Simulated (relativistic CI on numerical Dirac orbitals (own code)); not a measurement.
**How well does a small relativistic CI reproduce Cr?**

Method of calculation: Dirac-Coulomb-Breit CI, KLI orbitals optimised for each configuration, model QED (radiative potential, 1s self-energy scaled to tabulated hydrogen-like ionisation energies), valence Slater integrals scaled by 0.85, P86 correlation energy added to each configuration (own radial code, finite nucleus).

CI space (outside the closed core [Ar]): 3d5 4s, 3d4 4s2, 3d5 4p, 3d4 4s 4p, 3d5 4d, 3d5 4f, 3d6, 3d3 4s2 4p, 3d3 4s 4p2, 3d4 4s 5s, 3d5 5s, 3d5 5p, 3d4 4s 6s, 3d5 6s, 3d3 4s2 5s, 3d3 4s2 5p. Levels of other configurations are missing.

| Configuration | Term (tabulated) | J | Measured (cm⁻¹) | Computed | Error | Purity (%) |
| --- | --- | --- | --- | --- | --- | --- |
| 3d5 4s | a 7S | 3 | 0.0 | 0 | 0 | 100 |
| 3d5 4s | a 5S | 2 | 7593.2 | 10947 | 3354 | 95 |
| 3d4 4s2 | a 5D | 0 | 7750.8 | 6912 | -839 | 97 |
| 3d4 4s2 | a 5D | 1 | 7810.8 | 6970 | -841 | 97 |
| 3d4 4s2 | a 5D | 2 | 7927.5 | 7084 | -844 | 97 |
| 3d4 4s2 | a 5D | 3 | 8095.2 | 7248 | -848 | 97 |
| 3d4 4s2 | a 5D | 4 | 8307.6 | 7457 | -851 | 97 |
| 3d5 4s | a 5G | 2 | 20517.4 | 22026 | 1508 | 99 |
| 3d5 4s | a 5G | 6 | 20519.6 | 22015 | 1495 | 99 |
| 3d5 4s | a 5G | 3 | 20520.9 | 22026 | 1505 | 99 |
| 3d5 4s | a 5G | 4 | 20523.7 | 22026 | 1502 | 99 |
| 3d5 4s | a 5G | 5 | 20523.9 | 22022 | 1498 | 99 |
| 3d5 4s | a 5P | 3 | 21840.8 | 24720 | 2879 | 97 |
| 3d5 4s | a 5P | 2 | 21847.9 | 24725 | 2878 | 98 |
| 3d5 4s | a 5P | 1 | 21856.9 | 24737 | 2880 | 98 |
| 3d4 4s2 | a 3P | 0 | 23163.3 | 23323 | 160 | 95 |
| 3d5 4p | z 7P° | 2 | 23305.0 | 23316 | 11 | 82 |
| 3d5 4p | z 7P° | 3 | 23386.3 | 23369 | -17 | 81 |
| 3d5 4p | z 7P° | 4 | 23498.8 | 23442 | -57 | 81 |
| 3d4 4s2 | a 3P | 1 | 23512.0 | 23667 | 155 | 95 |
| 3d4 4s2 | a 3P | 2 | 24093.2 | 24268 | 175 | 94 |
| 3d4 4s 4p | z 7F° | 0 | 24971.2 | 17759 | -7212 | 100 |
| 3d4 4s 4p | z 7F° | 1 | 25010.6 | 17797 | -7214 | 100 |
| 3d4 4s 4p | z 7F° | 2 | 25089.2 | 17871 | -7218 | 100 |
| 3d4 4s 4p | z 7F° | 3 | 25206.0 | 17981 | -7225 | 100 |
| 3d4 4s 4p | z 7F° | 4 | 25359.6 | 18126 | -7233 | 100 |
| 3d4 4s 4p | z 7F° | 5 | 25548.6 | 18305 | -7243 | 100 |
| 3d4 4s 4p | z 7F° | 6 | 25771.4 | 18517 | -7255 | 100 |
| 3d5 4p | z 5P° | 3 | 26787.5 | 24983 | -1805 | 85 |
| 3d5 4p | z 5P° | 2 | 26796.3 | 24960 | -1836 | 85 |
| 3d5 4p | z 5P° | 1 | 26801.9 | 24945 | -1857 | 85 |
| 3d4 4s 4p | z 7D° | 1 | 27300.2 | 19708 | -7592 | 100 |
| 3d4 4s 4p | z 7D° | 2 | 27382.2 | 19783 | -7599 | 100 |
| 3d4 4s 4p | z 7D° | 3 | 27500.4 | 19892 | -7608 | 100 |
| 3d4 4s 4p | z 7D° | 4 | 27649.7 | 20033 | -7617 | 100 |
| 3d4 4s 4p | y 7P° | 2 | 27728.9 | 18003 | -9725 | 81 |
| 3d4 4s 4p | y 7P° | 3 | 27820.2 | 18104 | -9717 | 81 |
| 3d4 4s 4p | z 7D° | 5 | 27825.5 | 20203 | -7623 | 100 |
| 3d4 4s 4p | y 7P° | 4 | 27935.3 | 18234 | -9701 | 81 |

Measured levels from NIST Handbook of Basic Atomic Spectroscopic Data (Sansonetti and Martin, J. Phys. Chem. Ref. Data 34, 1559 (2005)); pairs were made by configuration, J and term (by order where the table uses no LS term), so strongly mixed levels may be paired wrongly.

Mean error by configuration (cm⁻¹): 3d5 4s 2167; 3d4 4s2 -467; 3d5 4p -927; 3d4 4s 4p -7852. Over the excited levels the mean absolute error is 3884 cm⁻¹ (38 of the 38 excited levels that our extract of the source holds in range could be paired), and the median relative error of those above 1,000 cm⁻¹ is 12 %.

Transition probabilities of persistent lines. The last column rescales the computed rate by the cube of measured over computed energy:

| λ measured (Å) | Lower | Upper | A tabulated (s⁻¹) | A computed | A rescaled |
| --- | --- | --- | --- | --- | --- |
| 4254.33 air | 3d5 4s a 7S_3 | 3d5 4p z 7P°_4 | 3.15e+07 | 1.48e+08 | 1.49e+08 |
| 4274.81 air | 3d5 4s a 7S_3 | 3d5 4p z 7P°_3 | 3.07e+07 | 1.46e+08 | 1.47e+08 |
| 4289.73 air | 3d5 4s a 7S_3 | 3d5 4p z 7P°_2 | 3.16e+07 | 1.46e+08 | 1.45e+08 |
| 5204.51 air | 3d5 4s a 5S_2 | 3d5 4p z 5P°_1 | 5.09e+07 | 2.05e+07 | 5.29e+07 |
| 5206.02 air | 3d5 4s a 5S_2 | 3d5 4p z 5P°_2 | 5.14e+07 | 2.06e+07 | 5.30e+07 |
| 5208.41 air | 3d5 4s a 5S_2 | 3d5 4p z 5P°_3 | 5.06e+07 | 2.08e+07 | 5.31e+07 |
